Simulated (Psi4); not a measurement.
HCl, charge +1, doublet, geometry from GFN2-xTB (a state made from the parent by changing its charge; the spin is typed, not shown lowest), with bond 2-1 at 1.3 times its length. Base run: HF/def2-SVP (Psi4).

The Psi4 input:
```
memory 2 GB

molecule mol {
1 2
Cl   -0.000000   -0.000000   -0.073934
H     0.000000    0.000000    1.656115
}

set {
  basis def2-svp
  reference uhf
}

energy('scf')
print_variables()
```

Variants of this job, named by their change:

```json
[
 {"change": "base", "ΔE vs base (µEh)": "0.0", "SCF cycles": "11", "basis functions": "23", "outcome": "converged"},
 {"change": "scf_type = cd", "ΔE vs base (µEh)": "-35.9", "SCF cycles": "11", "basis functions": "23", "outcome": "converged"},
 {"change": "damping_percentage = 50", "ΔE vs base (µEh)": "-", "SCF cycles": "-", "basis functions": "23", "outcome": "not converged"},
 {"change": "puream = false", "ΔE vs base (µEh)": "-5384", "SCF cycles": "11", "basis functions": "24", "outcome": "converged"},
 {"change": "df_basis_scf = def2-universal-jkfit", "ΔE vs base (µEh)": "0.0", "SCF cycles": "11", "basis functions": "23", "outcome": "converged"},
 {"change": "guess = core", "ΔE vs base (µEh)": "0.0", "SCF cycles": "12", "basis functions": "23", "outcome": "converged"},
 {"change": "scf_type = mem_df", "ΔE vs base (µEh)": "0.0", "SCF cycles": "11", "basis functions": "23", "outcome": "converged"},
 {"change": "d_convergence = 1e-4", "ΔE vs base (µEh)": "0.0", "SCF cycles": "9", "basis functions": "23", "outcome": "converged"},
 {"change": "scf_type = direct", "ΔE vs base (µEh)": "15.4", "SCF cycles": "14", "basis functions": "23", "outcome": "converged"},
 {"change": "basis_guess = true", "ΔE vs base (µEh)": "0.0", "SCF cycles": "8", "basis functions": "23", "outcome": "converged"},
 {"change": "scf_type = out_of_core", "ΔE vs base (µEh)": "15.4", "SCF cycles": "11", "basis functions": "23", "outcome": "converged"},
 {"change": "scf_type = dfdirj+link", "ΔE vs base (µEh)": "-71.2", "SCF cycles": "11", "basis functions": "23", "outcome": "converged"},
 {"change": "scf_type = dfdirj+cosx", "ΔE vs base (µEh)": "-634", "SCF cycles": "12", "basis functions": "23", "outcome": "converged"}
]
```

Open shells are given as the SCF converged; they aren't shown to be the lowest states, and a large step between rows can be another state.
